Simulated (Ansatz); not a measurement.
**Nudged elastic band run: F$_{2}$HInS**

Input file:

```yaml
crystal:
  periodic: [false, false, false]
  atoms:
    - { symbol: F, position_ang: [-0.729885, -1.371154, 1.380552] }
    - { symbol: In, position_ang: [0.437783, -0.389942, 0.179225] }
    - { symbol: F, position_ang: [2.26379, -1.037892, 0.16628] }
    - { symbol: S, position_ang: [-0.333475, 1.420546, -1.127457] }
    - { symbol: H, position_ang: [-1.588413, 1.304643, -0.64] }
basis:
  gaussian: { orbitals: def2-SVP }
hamiltonian:
  xc: cam_b3lyp
neb:
  order_check: false
  images: 5
  f_tol: 0.5
  max_iterations: 60
  initial_path: idpp
  final_atoms:
    - { symbol: F, position_ang: [-0.53778919, -1.76942797, 1.66130369] }
    - { symbol: In, position_ang: [0.09540859, -0.4788965, 0.36231786] }
    - { symbol: F, position_ang: [1.979908, -0.66199561, -0.06731531] }
    - { symbol: S, position_ang: [-1.26061101, 1.17978368, -0.63456427] }
    - { symbol: H, position_ang: [-0.2271164, 1.6567374, -1.36314197] }
```

Run as:

```bash
$ ansatz run input.yaml --threads 2 --pin off --max-ram 3072MiB --backend cpu --events-out ev --progress --plain --runs-dir out
```

Output, in part (warnings, iteration lines, the closing report on the highest movable image, with atoms numbered from 0):

```
NEB end point (image 0): max|allowed force component| = 3.711e-3 eV/Å (the criterion of neb.relax_end_points is 1.000e-1)
NEB end point (image 6): max|allowed force component| = 7.697e-3 eV/Å (the criterion of neb.relax_end_points is 1.000e-1)
NEB iter   1: max|band force component| = 2.101e0 eV/Å  barrier→ = 0.3407 eV  barrier← = 0.3409 eV  Δτ_max = 0.2000 Å  (194 SCF iters)
NEB iter   2: max|band force component| = 4.653e-1 eV/Å  barrier→ = 0.1767 eV  barrier← = 0.1769 eV  CI = image 3  Δτ_max = 0.0000 Å  (302 SCF iters)
Total energy: -21451.71228924 eV, -788.3358861367 hartree
Atom 0 at    -0.503784    -1.149839     1.903201 Å, force    -0.074182    -0.051352    -0.025759 eV/Å
Atom 1 at     0.291003    -0.318734     0.342007 Å, force     0.187857     0.296025     0.210623 eV/Å
Atom 2 at     1.932351    -1.234773    -0.134325 Å, force    -0.015060    -0.053565    -0.075382 eV/Å
Atom 3 at    -0.477029     1.708903    -0.663696 Å, force     0.089176    -0.297508     0.120522 eV/Å
Atom 4 at    -1.192740     0.920644    -1.488587 Å, force    -0.187792     0.106400    -0.230005 eV/Å
Dipole moment:    -0.329294     0.294445    -0.405532 e Å
```

The forces met the threshold. The threshold of 0.5 eV/Å is loose, so the images may lie well off the minimum-energy path. The order of the stationary point at the top wasn't checked.

Final band (atoms are numbered from 1 in the order of the input):

```
image  path coordinate (Å)  energy (kJ/mol)  dihedral F3–In2–S4–H5 (°)
    0                 0.00              0.0                        180
    1                 0.49              8.6                        152
    2                 0.97             14.3                        124
    3                 1.46             17.1                         94
    4                 1.94             14.3                         63
    5                 2.43              8.7                         30
    6                 2.92              0.0                          0
```

Run time: 41 s on 2 threads of Arm Neoverse V1, on a shared host, peak memory 0.19 GiB.
